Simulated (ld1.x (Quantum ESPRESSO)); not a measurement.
# N: variants of one TM potential

Base potential:

ld1.x (Quantum ESPRESSO) 7.5 input, shortened:

```
&input
   title='N', zed=7., rel=0, dft='BP', iswitch=3,
   config='[He] 2s2 2p3'
 /
 &inputp
   pseudotype=2, tm=.true., lloc=-1, rcloc=1.25,
   nlcc=.false.
 /
2
2S  1  0   2.00   0.00  0.65  0.65  0.0
2P  2  1   3.00   0.00  1.35  1.35  0.0
 &test
   configts(1)='2s2 2p3'
 /
```

All-electron outer shells of the reference configuration (BP86, non-relativistic, ld1.x):

```tsv
shell	level (eV)	outermost node (bohr)	outermost maximum (bohr)
2s	-18.66	0.32	1.02
2p	-7.19	–	0.97
```

Cutoffs, loose and tight: the cutoffs (Ry, on a coarse ladder) from which the occupation-weighted sum of valence levels, in a spherical-Bessel basis at the reference potential, stays within 10 and 1 mRy of its value at 400 Ry. They do not see the model core or the augmentation charge, which bear on the density cutoff. Test errors are all-electron minus pseudo excitation energies from the reference, over the configurations 2s2 2p2; 2s2 2p1; 2s2 2p0; 2s1 2p0; 2s1 2p3; 2s1 2p4; 2s2 2p2.5. A dash means not determined; rows that change the core or the reference have their own tests.

```csv
change,outcome,"cutoff, loose","cutoff, tight",bound ghosts,largest test error (meV)
base,generated,180 Ry,over 300 Ry,none,+854
wave 2p (bound): rc 1.35 bohr becomes 2p (bound): rc 1.28 bohr,generated,180 Ry,over 300 Ry,none,+772
local potential all-electron potential smoothed inside 1.15 bohr (lloc = -1),generated,160 Ry,over 300 Ry,none,+865
wave 2s (bound): rc 0.65 bohr becomes 2s (bound): rc 0.86 bohr,generated,70 Ry,140 Ry,none,+794
scalar-relativistic,generated,160 Ry,over 300 Ry,none,+852
"type ultrasoft; waves now 2s (bound): rcut 0.55, rcutus 0.65 bohr; 2s channel at -1.05 Ry: rcut 0.55, rcutus 0.65 bohr; 2p (bound): rcut 1.15, rcutus 1.35 bohr; 2p channel at 4.15 Ry: rcut 1.15, rcutus 1.35 bohr; local potential all-electron potential smoothed inside 1.10 bohr (lloc = -1); augmentation PSQ, inside the norm-conserving radii",failed: chargeps: negative rho,–,–,–,–
```

**Question.** What comes out with this change to the base: core correction a·sin(br)/r model core inside 0.72 bohr?

**Answer.** outcome: generated; cutoff, loose: 180 Ry; cutoff, tight: over 300 Ry; bound ghosts: none; largest test error (meV): +688.
